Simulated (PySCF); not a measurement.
As⁺: excitation energy

As⁺ [Ar] 3d10 4s2 4p2 (3P) → As⁺ [Ar] 3d10 4s2 4p1 5s1 (3P), as a difference of total energies. Computed with PySCF 2.14 in dyall-av2z (16s12p8d, 92 functions), with no relativity, point nucleus. Correlated levels: valence: [Ar] 3d10 frozen; virtual orbitals above 40 to 60 times the deepest correlated orbital energy dropped. The calculations carry no spin-orbit coupling.

```tsv
method	excitation energy (eV)
UHF	9.606
LDA	9.595
PBE	9.520
PBE0	9.668
r2SCAN	9.943
HSE06	9.645
M06-2X	9.526
revPBE	9.518
r2SCAN0	9.947
MP2 (valence)	9.626
SCS-MP2 (valence)	9.611
```

A first-order spin-orbit estimate (lowest level to lowest level, LS coupling) adds -0.023 eV.

The promoted electron is Rydberg-like, and one or two diffuse shells describe it only roughly, which tends to raise the upper state.
